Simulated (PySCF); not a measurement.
# Correlation energy of Ge(2+) (germanium, charge +2)

[Ar] 3d10 4s1 4d1, high-spin 3D determinant (an excited configuration). All numbers are calculated (PySCF 2.14, scalar relativity by spin-free X2C-1e, in aug-cc-pVQZ-DK (8s7p5d3f2g, 93 functions)). Frozen: [Ar] 3d10; 2 electrons correlated.

With two correlated electrons CCSD is exact within the correlated space (frozen core and kept virtual orbitals).

```json
{"level": "CCSD", "correlation energy (mhartree)": "-8.84"}
```

Diagnostics: T1 = 0.0049, D1 = 0.0093, largest double amplitude 0.038.

The outer electron is Rydberg-like, and this basis confines it to a smaller radius and binds it less than a complete one would.

Cost of the coupled-cluster step: about 6 core-seconds, for 2 correlated electrons.
